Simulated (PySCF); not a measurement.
PySCF input for C3H7, SMILES [CH2]CC, multiplicity 2, PBE-D3(BJ)/def2-TZVP. Geometry optimised at PBE-D3(BJ)/def2-TZVP. The isomer is the one that the SMILES or the coordinates give; other isomers of the formula were not compared.

```python
import numpy as np
from pyscf import gto, scf, dft, df
from pyscf.hessian import thermo

mol = gto.M(
    atom='''
    C     1.28949836    0.31644055    0.12485535
    C     0.09504476   -0.42749169   -0.34745651
    C    -1.22586275    0.10020285    0.21795820
    H     2.29202392   -0.09380422    0.00351013
    H     1.19862394    1.33683080    0.49957081
    H     0.04658288   -0.39654488   -1.45803531
    H     0.20544350   -1.50207472   -0.11221091
    H    -1.24207940    0.02245781    1.31477532
    H    -2.08470378   -0.46134620   -0.17609746
    H    -1.36797323    1.15957113   -0.04365474
    ''',
    basis='def2-TZVP',
    charge=0,
    spin=1,
    max_memory=1600,
    verbose=3,
)
mf = dft.UKS(mol, xc='pbe').density_fit(auxbasis='def2-universal-jkfit')
mf.disp = 'd3bj'
mf.grids.level = 3
mf.conv_tol = 1e-11
mf.max_cycle = 100
mf.kernel()
fine, coarse = mf.grids, dft.Grids(mol).set(level=1).build(with_non0tab=True)
for _ in range(3):  # follow internal instabilities
    mf.grids = coarse
    mo, _, stable, _ = mf.stability(return_status=True, nroots=4)
    mf.grids = fine
    if stable:
        break
    mf.kernel(mf.make_rdm1(mo, mf.mo_occ))

# [left out here: the lines that compute and print the analytic Hessian (its translational invariance restored by hand, since the grid's response is missing), thermochemistry and intensities]
```

Log of the run:

```

WARN: HOMO -0.198904521932917 >= LUMO -0.198904521932921

converged SCF energy = -118.339857822364  <S^2> = 0.75376294  2S+1 = 2.0037594
<class 'pyscf.df.df_jk.DFUKS'> wavefunction is stable in the internal stability analysis

WARN: DFTD3 does not support analytical Hessian, using finite difference


WARN: Mole.unit (angstrom) is changed to Bohr

Mode                                 0                   1                   2
Irrep
Freq [cm^-1]                       95.9841            240.2248            363.2235
Reduced mass [au]                   1.0317              1.1113              1.9691
Force const [Dyne/A]                0.0056              0.0378              0.1531
Char temp [K]                     138.0997            345.6300            522.5978
Normal mode                   x     y     z       x     y     z       x     y     z
       0   C                 0.00 -0.00 -0.01    0.00 -0.03  0.04   -0.12  0.03  0.02
       1   C                -0.00 -0.02  0.03   -0.01  0.04 -0.06    0.00 -0.09 -0.08
       2   C                -0.00  0.02 -0.03    0.00 -0.01  0.01    0.11  0.04  0.02
       3   H                 0.04  0.25 -0.55   -0.02 -0.11  0.16   -0.04  0.17  0.26
       4   H                -0.07 -0.26  0.67    0.04 -0.02  0.02   -0.36 -0.03  0.12
       5   H                 0.03 -0.12  0.02   -0.02  0.16 -0.05   -0.01 -0.09 -0.07
       6   H                -0.01 -0.01  0.11   -0.01  0.02 -0.16    0.01 -0.08 -0.04
       7   H                 0.01  0.15 -0.02    0.26  0.42  0.04    0.25  0.06  0.02
       8   H                 0.00 -0.05  0.06    0.04 -0.35  0.42   -0.04  0.19  0.14
       9   H                -0.03 -0.02 -0.15   -0.29 -0.14 -0.38    0.27  0.07  0.03
Mode                                 3                   4                   5
Irrep
Freq [cm^-1]                      480.1954            731.4453            865.5045
Reduced mass [au]                   1.2457              1.1957              1.7583
Force const [Dyne/A]                0.1692              0.3769              0.7760
Char temp [K]                     690.8943           1052.3870           1245.2682
Normal mode                   x     y     z       x     y     z       x     y     z
       0   C                 0.03  0.05 -0.11    0.02  0.01 -0.06    0.12 -0.02  0.00
       1   C                -0.00  0.02  0.00    0.02 -0.06  0.08    0.03 -0.06 -0.06
       2   C                -0.02 -0.01  0.01   -0.01 -0.01  0.03   -0.11  0.05  0.03
       3   H                -0.03 -0.30  0.59    0.06  0.08  0.11    0.31  0.39  0.18
       4   H                 0.05 -0.18  0.50   -0.13 -0.04  0.06   -0.32 -0.03 -0.06
       5   H                -0.07 -0.16  0.00   -0.18  0.46  0.09    0.05 -0.08 -0.05
       6   H                 0.03  0.05  0.15    0.08 -0.16 -0.44   -0.17 -0.06 -0.01
       7   H                -0.04 -0.06  0.00   -0.32  0.24  0.04   -0.03 -0.04  0.03
       8   H                 0.01 -0.03 -0.03    0.00  0.08 -0.14   -0.10 -0.01  0.09
       9   H                -0.06 -0.01  0.04    0.22 -0.04 -0.26   -0.24  0.06  0.13
Mode                                 6                   7                   8
Irrep
Freq [cm^-1]                      899.8749           1010.8633           1075.5093
Reduced mass [au]                   1.4104              1.3686              2.2577
Force const [Dyne/A]                0.6729              0.8240              1.5387
Char temp [K]                    1294.7196           1454.4072           1547.4185
Normal mode                   x     y     z       x     y     z       x     y     z
       0   C                -0.05 -0.07 -0.04   -0.01  0.02 -0.05   -0.10 -0.06 -0.04
       1   C                -0.00  0.05  0.05   -0.02 -0.03  0.11    0.16  0.00  0.00
       2   C                 0.10  0.04  0.00   -0.00  0.01 -0.08   -0.07  0.06  0.05
       3   H                 0.04  0.13  0.07   -0.03 -0.05  0.02   -0.15 -0.16 -0.07
       4   H                -0.32 -0.08 -0.06   -0.02 -0.01  0.03   -0.10 -0.07 -0.02
       5   H                -0.12  0.03  0.05    0.43  0.31  0.09    0.35  0.01 -0.02
       6   H                -0.27  0.02  0.04   -0.28 -0.11 -0.17    0.37  0.01 -0.05
       7   H                -0.13 -0.14 -0.02    0.38 -0.17 -0.08   -0.13  0.02  0.04
       8   H                 0.43 -0.30 -0.23   -0.10 -0.04  0.21   -0.00 -0.02  0.01
       9   H                -0.29 -0.01  0.01   -0.09  0.06  0.20   -0.18  0.05  0.07
Mode                                 9                  10                  11
Irrep
Freq [cm^-1]                     1136.0092           1220.0547           1311.6598
Reduced mass [au]                   1.9063              1.2045              1.5136
Force const [Dyne/A]                1.4495              1.0564              1.5343
Char temp [K]                    1634.4644           1755.3871           1887.1864
Normal mode                   x     y     z       x     y     z       x     y     z
       0   C                -0.01  0.10  0.04   -0.00 -0.02  0.02    0.03 -0.02 -0.01
       1   C                -0.00 -0.14 -0.05    0.03 -0.02  0.05   -0.16 -0.02  0.00
       2   C                 0.02  0.08  0.03   -0.02  0.05 -0.09    0.02  0.04  0.01
       3   H                -0.11 -0.15 -0.09    0.01  0.02 -0.01    0.13  0.16  0.09
       4   H                 0.38  0.11  0.09   -0.01 -0.01 -0.00    0.02 -0.01 -0.01
       5   H                -0.03  0.04 -0.04   -0.65  0.02  0.08    0.36  0.06 -0.01
       6   H                -0.13 -0.17 -0.12    0.43 -0.01 -0.09    0.61  0.06 -0.00
       7   H                -0.17 -0.12  0.01    0.25 -0.16 -0.09    0.02 -0.14 -0.01
       8   H                 0.21 -0.16 -0.07   -0.03 -0.09  0.15    0.15 -0.10 -0.06
       9   H                -0.30  0.03  0.03   -0.14  0.10  0.20   -0.03  0.00 -0.09
Mode                                12                  13                  14
Irrep
Freq [cm^-1]                     1355.4489           1405.8424           1414.8815
Reduced mass [au]                   1.2480              1.0658              1.1821
Force const [Dyne/A]                1.3509              1.2410              1.3943
Char temp [K]                    1950.1892           2022.6942           2035.6994
Normal mode                   x     y     z       x     y     z       x     y     z
       0   C                -0.02 -0.00 -0.00   -0.01  0.00  0.00    0.09  0.06  0.03
       1   C                 0.03  0.00 -0.00   -0.01  0.05  0.05   -0.03 -0.00  0.00
       2   C                -0.11  0.04  0.05    0.00 -0.00 -0.00   -0.01  0.02  0.02
       3   H                 0.02  0.07  0.02    0.03  0.09  0.05   -0.19 -0.53 -0.22
       4   H                 0.12  0.01  0.01    0.12  0.02 -0.00   -0.61  0.01 -0.04
       5   H                -0.03 -0.01 -0.00    0.08 -0.65 -0.01    0.00 -0.12 -0.01
       6   H                -0.09 -0.01  0.00   -0.02 -0.13 -0.67    0.04 -0.03 -0.12
       7   H                 0.46 -0.17  0.02   -0.01  0.07  0.01    0.08 -0.16  0.00
       8   H                 0.28 -0.30 -0.28    0.03 -0.02 -0.01    0.02  0.01 -0.04
       9   H                 0.46  0.03 -0.23   -0.00  0.02  0.07    0.01 -0.03 -0.17
Mode                                15                  16                  17
Irrep
Freq [cm^-1]                     1445.0392           1452.4237           2855.2612
Reduced mass [au]                   1.0381              1.0590              1.0735
Force const [Dyne/A]                1.2771              1.3162              5.1563
Char temp [K]                    2079.0897           2089.7144           4108.0851
Normal mode                   x     y     z       x     y     z       x     y     z
       0   C                -0.01 -0.00 -0.00    0.02  0.02  0.01    0.00  0.00  0.00
       1   C                 0.00 -0.01  0.02   -0.03 -0.02 -0.02    0.00  0.00  0.07
       2   C                 0.00 -0.03  0.04   -0.02 -0.03 -0.02   -0.00  0.00 -0.00
       3   H                 0.01  0.03  0.01   -0.04 -0.11 -0.05    0.00  0.00  0.00
       4   H                 0.04 -0.00  0.01   -0.12  0.01 -0.00   -0.00  0.01  0.01
       5   H                -0.04  0.02  0.02    0.04  0.04 -0.01   -0.04  0.04 -0.96
       6   H                 0.04 -0.02 -0.02    0.07 -0.00  0.03    0.01 -0.05  0.04
       7   H                 0.45  0.14  0.04    0.08  0.62  0.04   -0.00 -0.00  0.04
       8   H                -0.06  0.45 -0.51    0.22 -0.21 -0.25    0.02  0.01  0.01
       9   H                -0.47 -0.12 -0.14    0.08  0.14  0.57    0.00 -0.02  0.00
Mode                                18                  19                  20
Irrep
Freq [cm^-1]                     2937.3126           2969.1321           3036.2521
Reduced mass [au]                   1.0811              1.0351              1.1014
Force const [Dyne/A]                5.4958              5.3763              5.9821
Char temp [K]                    4226.1389           4271.9201           4368.4908
Normal mode                   x     y     z       x     y     z       x     y     z
       0   C                -0.00  0.00  0.00    0.00  0.00  0.00    0.00 -0.00 -0.00
       1   C                 0.01 -0.07  0.02   -0.00 -0.00  0.00   -0.00  0.01 -0.01
       2   C                 0.00  0.01 -0.00    0.04 -0.02 -0.02    0.01  0.07 -0.05
       3   H                 0.01 -0.01 -0.01   -0.00  0.00  0.00   -0.00  0.00  0.00
       4   H                 0.00 -0.02 -0.00    0.00 -0.01 -0.00   -0.00  0.01  0.00
       5   H                 0.00 -0.02 -0.04    0.00 -0.00 -0.00    0.00 -0.00  0.04
       6   H                -0.09  0.92 -0.21   -0.00  0.03 -0.01    0.01 -0.10  0.02
       7   H                 0.00  0.00  0.03    0.00 -0.05  0.56   -0.00 -0.03  0.57
       8   H                -0.02 -0.01 -0.01   -0.40 -0.27 -0.19   -0.18 -0.11 -0.10
       9   H                 0.01 -0.09  0.02   -0.07  0.59 -0.15    0.09 -0.69  0.17
Mode                                21                  22                  23
Irrep
Freq [cm^-1]                     3043.8918           3076.2125           3176.4617
Reduced mass [au]                   1.1015              1.0512              1.1180
Force const [Dyne/A]                6.0129              5.8608              6.6463
Char temp [K]                    4379.4826           4425.9849           4570.2211
Normal mode                   x     y     z       x     y     z       x     y     z
       0   C                 0.00  0.00  0.00   -0.05 -0.04 -0.02   -0.06  0.07  0.02
       1   C                -0.00 -0.00 -0.00    0.00  0.00  0.00   -0.00  0.00  0.00
       2   C                -0.05 -0.04 -0.06   -0.00 -0.00 -0.00    0.00  0.00 -0.00
       3   H                -0.02  0.01  0.00    0.60 -0.26 -0.07    0.64 -0.26 -0.07
       4   H                 0.00 -0.02 -0.01   -0.07  0.67  0.25    0.05 -0.59 -0.22
       5   H                 0.00 -0.00  0.03    0.00 -0.00  0.01   -0.00  0.00 -0.00
       6   H                -0.00  0.02 -0.00   -0.00  0.01 -0.00    0.00 -0.03  0.01
       7   H                -0.01 -0.05  0.52   -0.00 -0.00  0.02    0.00  0.00 -0.00
       8   H                 0.60  0.40  0.27    0.01  0.01  0.01   -0.00 -0.00 -0.00
       9   H                -0.03  0.15 -0.06   -0.00  0.01 -0.00    0.00 -0.00  0.00
temperature 298.1500 [K]
pressure 101325.00 [Pa]
Rotational constants [GHz] 32.87225 8.96728 7.75695
Symmetry number 1
Zero-point energy (ZPE) 0.08566 [Eh]   224890.219 [J/mol]
                           tot       elec      trans        rot        vib
Entropy [J/mol/K]       289.281      5.763    155.680     94.007     33.831
Cv [J/mol/K]             67.421      0.000     12.472     12.472     42.477
Cp [J/mol/K]             75.735      0.000     20.786     12.472     42.477
Internal energy [J/mol]                      3718.434   3718.434 230642.234
Internal energy [Eh]   -118.24918  -118.33986
Enthalpy [J/mol]                             6197.391   3718.434 230642.234
Enthalpy [Eh]          -118.24823
Gibbs free energy [J/mol]                  -40218.640 -24309.703 220555.571
Gibbs free energy [Eh] -118.28108
mode   freq/cm-1   IR/(km/mol)
   1       95.98         0.710
   2      240.22         0.032
   3      363.22         1.882
   4      480.20        52.004
   5      731.45         0.895
   6      865.50         0.173
   7      899.87         1.719
   8     1010.86         1.119
   9     1075.51         0.320
  10     1136.01         0.144
  11     1220.05         0.109
  12     1311.66         1.920
  13     1355.45         3.006
  14     1405.84         3.626
  15     1414.88         2.983
  16     1445.04         7.987
  17     1452.42         4.226
  18     2855.26        28.754
  19     2937.31        19.622
  20     2969.13        27.913
  21     3036.25        30.670
  22     3043.89        25.612
  23     3076.21        16.379
  24     3176.46        12.639
max |gradient| / (hartree/bohr): 4.6926463546506685e-05
APT charges: [-0.0686  0.0947  0.0679  0.0126  0.0203 -0.0381 -0.0334 -0.0161 -0.021
 -0.0182]
```

The calculation finished and met its thresholds.
